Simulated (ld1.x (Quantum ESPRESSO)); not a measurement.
**An all-electron radial function and its pseudo partner (aluminium (Al))**

Columns: radius, all-electron u(r) and pseudo u(r) of the 3p shell (level -2.71 eV) of aluminium in the configuration [Ne] 3s2 3p1; PBE, scalar-relativistic, PAW scheme, ld1.x (Quantum ESPRESSO) 7.5.

| r (bohr) | all-electron | pseudo |
| --- | --- | --- |
| 0.095 | 0.0680 | -0.0020 |
| 0.190 | 0.1556 | -0.0078 |
| 0.285 | 0.2046 | -0.0175 |
| 0.380 | 0.2130 | -0.0310 |
| 0.475 | 0.1909 | -0.0480 |
| 0.570 | 0.1491 | -0.0684 |
| 0.665 | 0.0957 | -0.0918 |
| 0.760 | 0.0368 | -0.1181 |
| 0.855 | -0.0240 | -0.1468 |
| 0.950 | -0.0839 | -0.1775 |
| 1.045 | -0.1415 | -0.2099 |
| 1.140 | -0.1957 | -0.2433 |
| 1.235 | -0.2459 | -0.2773 |
| 1.330 | -0.2920 | -0.3113 |
| 1.425 | -0.3338 | -0.3448 |
| 1.520 | -0.3717 | -0.3772 |
| 1.615 | -0.4057 | -0.4080 |
| 1.710 | -0.4359 | -0.4366 |
| 1.805 | -0.4623 | -0.4624 |
| 1.900 | -0.4851 | -0.4851 |
| 1.995 | -0.5043 | -0.5043 |
| 2.090 | -0.5203 | -0.5203 |
| 2.185 | -0.5331 | -0.5331 |
| 2.280 | -0.5430 | -0.5430 |
| 2.375 | -0.5502 | -0.5502 |
| 2.470 | -0.5549 | -0.5549 |

(1) How many radial nodes do the two functions have?

(2) At about which radius was the pseudo-wave matched?

(3) Is the pseudo-wave norm-conserving?

## Answers

(1) The all-electron 3p function has n − l − 1 = 1; the pseudo-wave has 0, since the states of the same l below it are removed with the core.

(2) 1.90 bohr, where the columns begin to agree (steps of 0.10 bohr).

(3) No, it belongs to a PAW set: the norm inside the radius is not constrained, and the difference is carried by the augmentation charge.
